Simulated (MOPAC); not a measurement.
Input for MOPAC: PM7 on CH3O2Sb (a complex), monomers drawn apart or pushed together.

```
PM7 1SCF PRECISE CHARGE=0 THREADS=1
CH3O2Sb

Sb     0.22394888 1     0.32125395 1    -0.13390027 1
H      0.59055616 1    -0.92334056 1    -1.25541558 1
H     -1.02003560 1    -0.62812732 1     0.56695652 1
H      1.37319886 1    -0.29508383 1     0.97941779 1
O     -0.57266188 1    -2.13241261 1     6.66388052 1
C     -0.69803735 1    -1.00498022 1     6.42870577 1
O     -0.82440964 1     0.12527539 1     6.19699963 1
```

It printed:

```
*******************************************************************************
 **                                                                           **
 **                              MOPAC v23.2.5                                **
 **                                                                           **
 *******************************************************************************
 ** MOPAC's Digital Object Identifier: https://doi.org/10.5281/zenodo.6511958 **
 **                                                                           **
 ** Please cite the open-source release paper for use of this MOPAC version:  **
 ** J. E. Moussa and J. J. P. Stewart (2026)                                  **
 ** MOPAC: An open-source semiempirical molecular orbital program             **
 ** J. Open Source Softw., 11(119), 8025, https://doi.org/10.21105/joss.08025 **
 *******************************************************************************

                              PM7 CALCULATION RESULTS

 *******************************************************************************
 *  PM7        - The PM7 Hamiltonian to be used
 *
 *
 *
 *                 CHARGE ON SYSTEM = 0
 *
 *
 *
 *  PRECISE    - TIGHTER CRITERIA TO BE USED
 *  1SCF       - DO 1 SCF AND THEN STOP
 *  THREADS=1  - MULTI-THREADING NOT USED
 *  T=         - A TIME OF 172800.0 SECONDS REQUESTED
 *  DUMP=N     - RESTART FILE WRITTEN EVERY 7200.0 SECONDS REQUESTED
 *******************************************************************************
PM7 1SCF PRECISE CHARGE=0 THREADS=1
 CH3O2Sb

   ATOM   CHEMICAL          X               Y               Z
  NUMBER   SYMBOL      (ANGSTROMS)     (ANGSTROMS)     (ANGSTROMS)

     1      Sb          0.22394888  *   0.32125395  *  -0.13390027  *
     2       H          0.59055616  *  -0.92334056  *  -1.25541558  *
     3       H         -1.02003560  *  -0.62812732  *   0.56695652  *
     4       H          1.37319886  *  -0.29508383  *   0.97941779  *
     5       O         -0.57266188  *  -2.13241261  *   6.66388052  *
     6       C         -0.69803735  *  -1.00498022  *   6.42870577  *
     7       O         -0.82440964  *   0.12527539  *   6.19699963  *



          CARTESIAN COORDINATES

    NO.       ATOM           X           Y           Z

     1        Sb          0.2239      0.3213     -0.1339
     2         H          0.5906     -0.9233     -1.2554
     3         H         -1.0200     -0.6281      0.5670
     4         H          1.3732     -0.2951      0.9794
     5         O         -0.5727     -2.1324      6.6639
     6         C         -0.6980     -1.0050      6.4287
     7         O         -0.8244      0.1253      6.1970

 General Reference for PM7:
 "Optimization of Parameters for Semiempirical Methods VI: More Modifications to the
 NDDO Approximations and Re-optimization of Parameters", J. J. P. Stewart, J. Mol. Mod., 1:32, 19 (2013)
 https://link.springer.com/article/10.1007/s00894-012-1667-x

           Empirical Formula: C H3 O2 Sb  =     7 atoms



      MOLECULAR POINT GROUP   :   Cs


      RHF CALCULATION, NO. OF DOUBLY OCCUPIED LEVELS = 12


 -------------------------------------------------------------------------------
 PM7 1SCF PRECISE CHARGE=0 THREADS=1
 CH3O2Sb



     1SCF WAS SPECIFIED, SO BFGS WAS NOT USED
     SCF FIELD WAS ACHIEVED


                              PM7 CALCULATION
                                                       MOPAC v23.2.5 Linux




          FINAL HEAT OF FORMATION =        -44.71571 KCAL/MOL =    -187.09054 KJ/MOL


          COSMO AREA              =        149.51 SQUARE ANGSTROMS
          COSMO VOLUME            =        119.18 CUBIC ANGSTROMS

          IONIZATION POTENTIAL    =         10.281449 EV
          HOMO LUMO ENERGIES (EV) =        -10.281  0.610
          NO. OF FILLED LEVELS    =         12
          MOLECULAR WEIGHT        =        168.7835         POINT GROUP:  Cs

          MOLECULAR DIMENSIONS (Angstroms)

            Atom       Atom       Distance
            O     5    H     2     8.09507
            H     4    H     3     2.45123
            H     2    O     7     2.19182


          SCF CALCULATIONS        =          1





   ATOM   CHEMICAL          X               Y               Z
  NUMBER   SYMBOL      (ANGSTROMS)     (ANGSTROMS)     (ANGSTROMS)

     1      Sb          0.22394888  *   0.32125395  *  -0.13390027  *
     2       H          0.59055616  *  -0.92334056  *  -1.25541558  *
     3       H         -1.02003560  *  -0.62812732  *   0.56695652  *
     4       H          1.37319886  *  -0.29508383  *   0.97941779  *
     5       O         -0.57266188  *  -2.13241261  *   6.66388052  *
     6       C         -0.69803735  *  -1.00498022  *   6.42870577  *
     7       O         -0.82440964  *   0.12527539  *   6.19699963  *

                             CARTESIAN COORDINATES

   1   Sb        0.223948880     0.321253950    -0.133900270
   2    H        0.590556160    -0.923340560    -1.255415580
   3    H       -1.020035600    -0.628127320     0.566956520
   4    H        1.373198860    -0.295083830     0.979417790
   5    O       -0.572661880    -2.132412610     6.663880520
   6    C       -0.698037350    -1.004980220     6.428705770
   7    O       -0.824409640     0.125275390     6.196999630


           Empirical Formula: C H3 O2 Sb  =     7 atoms



      MOLECULAR POINT GROUP   :   Cs


                  EIGENVALUES
 -36.21382 -34.37025 -32.88921 -21.00938 -17.49195 -17.49175 -16.15581 -13.17671
 -13.16828 -12.80023 -12.80012 -10.28145   0.61040   0.61055   1.40815   1.78369
   1.78403   3.13520   4.72282  17.72072  17.72260  17.73835  19.15272  19.15450


              NET ATOMIC CHARGES AND DIPOLE CONTRIBUTIONS

  ATOM NO.   TYPE          CHARGE      No. of ELECS.   s-Pop       p-Pop       d-Pop
    1         Sb           0.081798        4.9182     1.92103     2.87651     0.12066
    2          H          -0.026622        1.0266     1.02662
    3          H          -0.027577        1.0276     1.02758
    4          H          -0.027599        1.0276     1.02760
    5          O          -0.324130        6.3241     1.87098     4.45315
    6          C           0.650751        3.3492     1.10003     2.24922
    7          O          -0.326621        6.3266     1.87214     4.45448
 DIPOLE           X         Y         Z       TOTAL
 POINT-CHG.    -0.031     0.349    -0.100     0.364
 HYBRID        -0.034     0.334    -0.076     0.344
 SUM           -0.065     0.683    -0.175     0.708


          ATOMIC ORBITAL ELECTRON POPULATIONS

     Atom    s        px        py        pz      x^2-y^2     xz        z^2       yz        xy
    1 Sb   1.92103   0.84015   1.17831   0.85805   0.01154   0.03587   0.00404   0.03990   0.02930
    2  H   1.02662
    3  H   1.02758
    4  H   1.02760
    5  O   1.87098   1.63225   1.20248   1.61841
    6  C   1.10003   0.72409   0.79877   0.72636
    7  O   1.87214   1.63373   1.19971   1.62104

 **********************
 *                    *
 * JOB ENDED NORMALLY *
 *                    *
 **********************




 == MOPAC DONE ==
```

The run finished.

Cost: very roughly 0.03 core-seconds.
